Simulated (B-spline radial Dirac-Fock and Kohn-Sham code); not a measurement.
## Core and valence levels of Yb⁺

System: the Yb⁺ ion, [Xe] 4f12 5d2 6s1 (not the ground configuration); nuclear rms radius 5.3108 fm (A = 174).

Calculated with a radial atomic solver, using multi-electron Dirac-Fock with separately optimised hole states, Breit and Lamb-shift corrections added in first order. No correlation. Energies are counted from the vacuum level. Subshells whose hole state is unreliable or did not converge are left out.

All terms are in eV, carry their sign (relaxation lowers the binding energy) and add up to the binding energy; ⟨r⟩ is the mean radius of the orbital in the initial state.

| subshell | −ε (Koopmans) | relaxation | Gaunt | retardation | QED | binding energy | ⟨r⟩ (bohr) |
| --- | --- | --- | --- | --- | --- | --- | --- |
| 1s | 61727.9 | -85.45 | -209.42 | 18.75 | -99.44 | 61352.4 | 0.020 |
| 2s | 10606.0 | -51.05 | -22.29 | 1.54 | -14.12 | 10520.1 | 0.083 |
| 2p1/2 | 10093.2 | -55.32 | -38.60 | 4.20 | 0.23 | 10003.7 | 0.069 |
| 2p3/2 | 9043.9 | -52.67 | -26.83 | 5.54 | -1.24 | 8968.7 | 0.076 |
| 3s | 2466.8 | -28.98 | -3.88 | 0.23 | -3.22 | 2430.9 | 0.216 |
| 3p1/2 | 2241.1 | -29.88 | -6.97 | 0.67 | -0.02 | 2205.0 | 0.206 |
| 3p3/2 | 2014.6 | -28.52 | -4.58 | 1.01 | -0.30 | 1982.3 | 0.220 |
| 3d3/2 | 1636.0 | -30.98 | -2.88 | 0.24 | 0.26 | 1602.6 | 0.194 |
| 3d5/2 | 1587.1 | -30.48 | -1.89 | 0.26 | 0.12 | 1555.1 | 0.198 |
| 4s | 533.1 | -12.45 | -0.77 | 0.05 | -0.76 | 519.2 | 0.487 |
| 4p1/2 | 440.3 | -12.16 | -1.40 | 0.14 | 0.01 | 426.9 | 0.496 |
| 4p3/2 | 388.3 | -11.21 | -0.84 | 0.21 | -0.06 | 376.4 | 0.526 |
| 4d3/2 | 235.0 | -10.66 | -0.35 | 0.03 | 0.06 | 224.1 | 0.551 |
| 4d5/2 | 225.3 | -10.34 | -0.15 | 0.03 | 0.03 | 214.9 | 0.562 |
| 4f | 37.12 | -8.36 | 0.17 | -0.03 | 0.03 | 28.93 | 0.693 |
| 5p1/2 | 53.99 | -2.39 | -0.16 | 0.01 | 0.01 | 51.46 | 1.325 |
| 5p3/2 | 46.71 | -2.07 | -0.08 | 0.02 | 0.00 | 44.58 | 1.424 |
| 5d | 13.45 | -0.73 | 0.01 | 0.00 | 0.01 | 12.74 | 2.279 |
| 6s | 12.68 | -0.15 | -0.01 | 0.00 | -0.01 | 12.51 | 3.452 |

For the deepest level, K (1s), the Breit terms make up -0.311 % of the binding energy, QED -0.162 % and orbital relaxation -0.139 %.

Spin-orbit splittings: 2p 1035.0 eV, 3p 222.7 eV, 3d 47.55 eV, 4p 50.55 eV, 4d 9.22 eV, 5p 6.88 eV.
